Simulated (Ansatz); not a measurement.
# Ligand exchange: InH2I + H2O → InH2(OH) + HI

Species: InH2I `[InH2][I]`, singlet; H2O (water) `O`, singlet; InH2(OH), singlet; HI, singlet. The partners trade I for OH: In–I and H–OH bonds give way to In–OH and H–I.

Shapes, held fixed at every level: PBE0-D4/def2-TZVP. Programs: Ansatz 0.2.0. The zero-point and thermal change to 298 K, harmonic and unscaled (PBE0-D4/def2-TZVP), is -10.9 kJ/mol.

```json
{"level": "HF/def2-TZVPP", "kind": "Hartree–Fock", "ΔH(298 K) (kJ/mol)": "+125.6", "less CCSD(T)/def2-TZVPP": "+23.5"}
{"level": "r2SCAN-D4/def2-TZVPP", "kind": "meta-GGA", "ΔH(298 K) (kJ/mol)": "+105.0", "less CCSD(T)/def2-TZVPP": "+2.9"}
{"level": "r2SCAN0-D4/def2-TZVPP", "kind": "global hybrid", "ΔH(298 K) (kJ/mol)": "+116.1", "less CCSD(T)/def2-TZVPP": "+14.0"}
{"level": "wB97M-V/def2-TZVPP", "kind": "range-separated hybrid", "ΔH(298 K) (kJ/mol)": "+105.8", "less CCSD(T)/def2-TZVPP": "+3.7"}
{"level": "B2PLYP/def2-TZVPP", "kind": "double hybrid", "ΔH(298 K) (kJ/mol)": "+102.7", "less CCSD(T)/def2-TZVPP": "+0.6"}
{"level": "MP2/def2-SVP", "kind": "perturbation theory", "ΔH(298 K) (kJ/mol)": "+109.6", "less CCSD(T)/def2-TZVPP": "+7.5"}
{"level": "MP2/def2-TZVPP", "kind": "perturbation theory", "ΔH(298 K) (kJ/mol)": "+109.3", "less CCSD(T)/def2-TZVPP": "+7.2"}
{"level": "CCSD(T)/def2-TZVPP", "kind": "coupled cluster or CI", "ΔH(298 K) (kJ/mol)": "+102.1", "less CCSD(T)/def2-TZVPP": "0.0"}
```

The highest level, CCSD(T)/def2-TZVPP, gives ΔH(298 K) = +102.1 kJ/mol; the levels span +102.1 to +125.6. The column of differences is taken from that level and isn't an error. No measured value is set beside it here. For atoms past krypton def2 sets carry core potentials with scalar relativity. Correlated rows may include outer-core shells of I, In, which these sets cover unevenly.
